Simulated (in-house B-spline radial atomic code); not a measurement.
**wB97X excitations of Mn VIII (Mn7+)**

Method: wB97X. Computed with a B-spline radial code for spherical atoms: linear response of the closed shell [Ne] 3s2 3p6 with the functional's adiabatic kernel; scalar-relativistic (spin-free one-electron X2C), finite nucleus, no spin-orbit coupling, no double excitations, S, P, D and F terms only. Only terms of natural parity with L up to 3 were computed.

Command:
```bash
python run_td.py task.json out
```
Settings (radii: box in bohr, nucleus in fm):
```
Z                        25
electrons                18
configuration            [Ne] 3s2 3p6
hamiltonian              x2c
method                   wb97x
box_radius               12.81
rms_radius               3.7057
intervals                70
```

Run time, properties included: 1.4 s on 1 thread of Arm Neoverse N1 (shared host).

The lowest states, in the order of their Tamm-Dancoff energies; the method's threshold (minus the highest occupied level) is 188.79 eV. Labels give the largest channel, * marks a mixed state, and oscillator strengths are full-response dipole values. Semilocal kernels can invert the small singlet-triplet splittings of Rydberg terms. Energies in eV:

```json
{"state": "3p → 3d 3P", "full response": "47.31", "Tamm-Dancoff": "47.45", "oscillator strength": "-"}
{"state": "3p → 3d 3F", "full response": "48.15", "Tamm-Dancoff": "48.34", "oscillator strength": "-"}
{"state": "3p → 3d 1F", "full response": "52.12", "Tamm-Dancoff": "52.14", "oscillator strength": "-"}
{"state": "3p → 3d 1P", "full response": "66.90", "Tamm-Dancoff": "69.81", "oscillator strength": "3.17"}
{"state": "3s → 3d 3D", "full response": "83.32", "Tamm-Dancoff": "83.37", "oscillator strength": "-"}
{"state": "3s → 3d 1D", "full response": "88.43", "Tamm-Dancoff": "88.57", "oscillator strength": "-"}
{"state": "3p → 4s 3P", "full response": "99.41", "Tamm-Dancoff": "99.44", "oscillator strength": "-"}
{"state": "3p → 4s 1P", "full response": "100.25", "Tamm-Dancoff": "100.30", "oscillator strength": "0.302"}
{"state": "3p → 4p 3S", "full response": "108.50", "Tamm-Dancoff": "108.56", "oscillator strength": "-"}
{"state": "3p → 4p 3D", "full response": "109.55", "Tamm-Dancoff": "109.57", "oscillator strength": "-"}
{"state": "3p → 4p 1D", "full response": "?", "Tamm-Dancoff": "?", "oscillator strength": "-"}
{"state": "3p → 4p 1S", "full response": "114.14", "Tamm-Dancoff": "114.41", "oscillator strength": "-"}
{"state": "3p → 4d 3P", "full response": "124.37", "Tamm-Dancoff": "124.40", "oscillator strength": "-"}
{"state": "3p → 4d 3F", "full response": "124.64", "Tamm-Dancoff": "124.66", "oscillator strength": "-"}
{"state": "3p → 4d 1F", "full response": "124.96", "Tamm-Dancoff": "124.97", "oscillator strength": "-"}
{"state": "3p → 4d 1P", "full response": "125.75", "Tamm-Dancoff": "125.84", "oscillator strength": "0.338"}
{"state": "3s → 4s 3S", "full response": "133.94", "Tamm-Dancoff": "133.96", "oscillator strength": "-"}
{"state": "3s → 4s 1S", "full response": "135.63", "Tamm-Dancoff": "135.70", "oscillator strength": "-"}
{"state": "3p → 4f 3D", "full response": "136.12", "Tamm-Dancoff": "136.14", "oscillator strength": "-"}
{"state": "3p → 4f 1D", "full response": "137.23", "Tamm-Dancoff": "137.27", "oscillator strength": "-"}
{"state": "3p → 5s 3P", "full response": "137.61", "Tamm-Dancoff": "137.62", "oscillator strength": "-"}
{"state": "3p → 5s 1P", "full response": "?", "Tamm-Dancoff": "?", "oscillator strength": "?"}
```

Question: Where does 3p → 5s 1P lie?

Answer: At 138.02 eV in full response, 138.03 eV in Tamm-Dancoff, oscillator strength 0.0775.

Question: Where does 3p → 4p 1D lie?

Answer: At 110.04 eV in full response, 110.06 eV in Tamm-Dancoff.

Question: How large is the singlet-triplet splitting of 3p → 3d (F terms) in Tamm-Dancoff?

Answer: 3.8 eV, from the unrounded values.

Question: What polarisabilities and dispersion coefficient does the method give?

Answer: Dipole 0.623 bohr³, quadrupole 0.4517 bohr⁵, C6 0.8241 hartree·bohr⁶ for two such species.
